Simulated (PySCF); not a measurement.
Compound: C6H9FSi.
Geometry (GFN2-xTB, Å), atoms numbered from 1 in this order:
```
atom  x, y, z in Å
C1     0.9919   -2.3781   -1.7772
C2     0.4184   -1.5633   -1.1139
C3    -0.2365   -0.5528   -0.3094
C4     0.2450    0.8614   -0.6863
Si5   -0.2474    1.9539    0.7940
C6    -0.5368    0.4329    1.9441
F7    -1.9072    0.2476    2.1240
C8     0.0355   -0.7597    1.1878
H9     1.4783   -3.1018   -2.3605
H10   -1.3184   -0.6198   -0.4736
H11   -0.1829    1.1680   -1.6394
H12    1.3286    0.8452   -0.8192
H13   -1.4997    2.6829    0.6183
H14    0.8436    2.7912    1.2937
H15   -0.1263    0.4963    2.9558
H16   -0.4061   -1.6936    1.5409
H17    1.1130   -0.7983    1.3606
```

Method used: B3LYP/def2-SVPD in PySCF (dipole) on a GFN2-xTB geometry, gas phase.

Take the most abundant isotopes and a rigid rotor. The values belong to one conformer with, in the numbering `[CH:1]#[C:2][C@@H:3]1[CH2:4][SiH2:5][C@@H:6]([F:7])[CH2:8]1`, C2–C3–C4–Si5 -162°, C3–C4–Si5–C6 16°, C4–Si5–C6–F7 -106°, Si5–C6–C8–C3 -36°.

(1) What are A, B and C (GHz)?

(2) Classify the top.

(3) Is it planar, by Δ = Ic − Ia − Ib?

(4) Give the other two planar moments, Paa and Pbb, and the rms extents of the mass along the axes.

(5) List the rotational levels J(Ka,Kc) to J = 3 (K).

(6) Which lines would a microwave search look for?

(7) Estimate the classical rotational partition function at 25 K, 50 K and 100 K.

Results:

(1) Ia = 165.47, Ib = 436.65, Ic = 545.76 u·Å²; 505379 MHz·u·Å²/I gives 3054, 1157 and 926.0 MHz, that is A = 3.0543, B = 1.1574, C = 0.9260 GHz.

(2) An asymmetric top. Ray's parameter κ = (2B − A − C)/(A − C) = -0.783; −1 is the prolate and +1 the oblate limit.

(3) Not planar: Δ = Ic − Ia − Ib = -56.35 u·Å². For a rigid frame Δ = −2 Σ m c², so Σ m c² = 28.17 u·Å² lies off the ab plane: 11.32 from hydrogen and 16.85 from heavier atoms. The atom farthest from that plane is 1.68 Å away.

(4) Paa = Σ m a² = (Ib + Ic − Ia)/2 = 408.47 and Pbb = Σ m b² = (Ia + Ic − Ib)/2 = 137.29 u·Å². With the mass M = 128.05 u, the rms extents √(P/M) along a, b and c are 1.79, 1.04, 0.47 Å.

(5) Above 0(0,0), as E/k:
J = 1: 1(0,1) 0.100, 1(1,1) 0.191, 1(1,0) 0.202
J = 2: 2(0,2) 0.299, 2(1,2) 0.380, 2(1,1) 0.413, 2(2,1) 0.686, 2(2,0) 0.687
J = 3: 3(0,3) 0.595, 3(1,3) 0.663, 3(1,2) 0.729, 3(2,2) 0.986, 3(2,1) 0.991, 3(3,1) 1.470, 3(3,0) 1.470

(6) The dipole components are |μa| = 0.35 D, |μb| = 1.19 D, |μc| = 1.13 D. Intensities carry the squares of the components, which stand as 0.09 : 1.00 : 0.90 (a : b : c). Some lines, for components of 0.1 D or more:

| type | branch | J(Ka,Kc) | MHz | lower level (cm⁻¹) |
| --- | --- | --- | --- | --- |
| a | Q | 2(1,1) ← 2(1,2) | 694 | 0.264 |
| b | R | 3(1,2) ← 2(2,1) | 894 | 0.477 |
| a | Q | 3(1,2) ← 3(1,3) | 1387 | 0.461 |
| c | Q | 3(1,3) ← 3(0,3) | 1405 | 0.414 |
| c | Q | 2(1,2) ← 2(0,2) | 1685 | 0.208 |
| c | Q | 1(1,1) ← 1(0,1) | 1897 | 0.069 |
| a | R | 1(0,1) ← 0(0,0) | 2083 | 0.000 |
| b | Q | 1(1,0) ← 1(0,1) | 2128 | 0.069 |
| b | R | 2(0,2) ← 1(1,1) | 2250 | 0.133 |
| b | Q | 2(1,1) ← 2(0,2) | 2380 | 0.208 |
| b | Q | 3(1,2) ← 3(0,3) | 2792 | 0.414 |
| a | R | 2(1,2) ← 1(1,1) | 3935 | 0.133 |
| c | Q | 3(2,2) ← 3(1,2) | 5357 | 0.507 |
| b | Q | 3(2,1) ← 3(1,2) | 5455 | 0.507 |
| b | R | 2(1,2) ← 1(0,1) | 5832 | 0.069 |
| a | R | 3(0,3) ← 2(0,2) | 6172 | 0.208 |
| b | Q | 2(2,1) ← 2(1,2) | 6385 | 0.264 |
| c | R | 2(1,1) ← 1(0,1) | 6527 | 0.069 |
| a | R | 3(1,2) ← 2(1,1) | 6584 | 0.287 |
| b | Q | 3(2,2) ← 3(1,3) | 6744 | 0.461 |
| b | R | 3(1,3) ← 2(0,2) | 7577 | 0.208 |
| c | Q | 3(3,1) ← 3(2,1) | 9976 | 0.689 |
| c | R | 2(2,0) ← 1(1,0) | 10109 | 0.140 |
| c | R | 2(2,1) ← 1(1,1) | 10320 | 0.133 |
| b | R | 2(2,0) ← 1(1,1) | 10340 | 0.133 |
| b | R | 3(2,2) ← 2(1,1) | 11941 | 0.287 |
| b | R | 3(2,1) ← 2(1,2) | 12734 | 0.264 |

(7) Point group C1, symmetry number σ = 1; q = (√π/σ)·√((kT/h)³/(ABC)), k/h = 20836.6 MHz/K: 11600 at 25 K, 32900 at 50 K, 93200 at 100 K.

GFN2-xTB frequencies: not computed here. Constants of a rigid frame at the computed geometry: no zero-point averaging, no centrifugal distortion.
